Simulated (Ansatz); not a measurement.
Consider the formal hydrolysis of a C–F bond: `FC[SiH2]F` + H₂O → `OC[SiH2]F` + H–F.

Gas-phase electronic energies from Ansatz, PBE0-D4/def2-TZVP geometries. CCSD(T)/CBS adds triple-zeta CCSD(T) − MP2 to the extrapolated MP2 energy (def2 sets, frozen cores). This one scheme is used for every species. Functionals use def2-TZVPP. B3LYP here is the variant with VWN-RPA as its local correlation; programs differ in this. HSE06 is defined as in plane-wave codes. One conformer a species, not always the lowest.

Task: Is it downhill or uphill in electronic energy at CCSD(T)/CBS, and by how much? (Estimate.)

Result: Computed: Downhill: ΔE = -0.04 eV.

Task: What do these levels give: B3LYP-D4, HSE06-D4, PBE-QIDH, PBE, revPBE, BLYP, r2SCANh, HSE06, BHLYP, CAM-B3LYP, SCS-MP2/def2-QZVPP, MP2/CBS(def2)? (Best estimate.)

Result: Computed: B3LYP-D4 0.01, HSE06-D4 -0.03, PBE-QIDH -0.05, PBE 0.00, revPBE 0.02, BLYP 0.07, r2SCANh 0.00, HSE06 -0.02, BHLYP 0.04, CAM-B3LYP 0.04, SCS-MP2/def2-QZVPP -0.03, MP2/CBS(def2) -0.08 eV.

Largest T1 diagnostic among the species: 0.011.

Leaving LDA and LC-ωPBE aside and taking each functional with its dispersion term where it has one, the values, not all of them listed here, spread over 0.08 eV, from PBE-QIDH to B97M-V. LDA lies −0.06 eV from PBE without D4. The D4 term adds −0.03 eV with B3LYP and −0.02 eV with PBE0; it sums over pairs of atoms, weighted by their polarisabilities, and B3LYP, whose exchange is more repulsive, gets the larger term.
